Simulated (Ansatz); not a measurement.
Cost and result for the atomization energy of C$_{2}$H$_{5}$ClO$_{2}$Si, SMILES `O[SiH2]/C(O)=C\Cl` (11 atoms, 10 bonds).

Cartesian coordinates in Å:
```
O -0.460 1.823 0.842
Si -0.694 0.181 0.787
C 0.510 -0.219 -0.594
O 1.200 0.810 -1.151
C 0.699 -1.461 -1.031
Cl -0.185 -2.758 -0.314
H -0.948 2.361 1.464
H -0.330 -0.459 2.076
H -2.099 -0.152 0.446
H 0.929 1.623 -0.705
H 1.378 -1.749 -1.823
```

Total charge 0; spin multiplicity 1. The structure was optimised at the PBE0-D4/def2-TZVP level. It is one conformer, not always the lowest. Program: Ansatz. All runs use 4 threads of an Arm Neoverse V1 on a shared host. Times are those of one run each, without the atoms' runs, and a repeat can differ threefold. Electronic energies, without spin–orbit coupling; frozen cores. CCSD(T)/CBS adds CCSD(T) − MP2 in def2-TZVPP to the MP2 limit, and its time is that of the two runs behind it. T1 = 0.012; the RHF reference is unstable towards UHF. B3LYP takes the VWN-RPA correlation (the form of Gaussian; ORCA's B3LYP/G).

CCSD(T)/CBS is a level of theory with its own doubt, some kJ/mol a heavy atom from the limit and from the frozen cores, so smaller differences don't rank the functionals.

```
                             level  functions  wall time
   PBE-D4/def2-TZVPP (with forces)        278      3.7 s
                PBE0-D4/def2-TZVPP        278      4.1 s
r2SCAN-D4/def2-TZVPP (with forces)        278      6.5 s
 B3LYP-D4/def2-TZVPP (with forces)        278      6.5 s
                 B2PLYP/def2-TZVPP        278        8 s
                ωB97X-V/def2-TZVPP        278       11 s
  ωB97M-V/def2-TZVPP (with forces)        278       16 s
                    MP2/def2-QZVPP        518       42 s
                CCSD(T)/def2-TZVPP        278    5.6 min
                 CCSD(T)/CBS(def2)          –    6.2 min
```

(1) What atomization energy does each give, and how far from CCSD(T)/CBS? (Best estimate.)

Results:

(1) Ansatz gave: 
```
                             level  atomization (kcal/mol)  difference from CCSD(T)/CBS  per bond
   PBE-D4/def2-TZVPP (with forces)                  1021.1                         25.0       2.5
                PBE0-D4/def2-TZVPP                   995.1                         -1.0      -0.1
r2SCAN-D4/def2-TZVPP (with forces)                   998.9                          2.8       0.3
 B3LYP-D4/def2-TZVPP (with forces)                   990.4                         -5.7      -0.6
                 B2PLYP/def2-TZVPP                   980.9                        -15.2      -1.5
                ωB97X-V/def2-TZVPP                   996.5                          0.4       0.0
  ωB97M-V/def2-TZVPP (with forces)                   998.4                          2.3       0.2
                    MP2/def2-QZVPP                  1011.0                         14.9       1.5
                CCSD(T)/def2-TZVPP                   965.3                        -30.8      -3.1
                 CCSD(T)/CBS(def2)                   996.1                          0.0       0.0
```

From PBE to PBE0 (25 % exact exchange), in def2-TZVPP and without D4, the atomization energy moves by −25.0 kcal/mol: exact exchange takes away binding that semilocal exchange gives to molecules. In def2-TZVPP, CCSD(T) changes the Hartree–Fock value by +272.9 kcal/mol (the triples alone add +19.4 kcal/mol) and MP2 by +300.3 kcal/mol; breaking electron pairs costs correlation energy, which Hartree–Fock lacks. The D4 term adds +10.6 kcal/mol with B3LYP and +5.6 kcal/mol with PBE0; it sums over pairs of atoms, weighted by their polarisabilities, and B3LYP, whose exchange is more repulsive, gets the larger term.
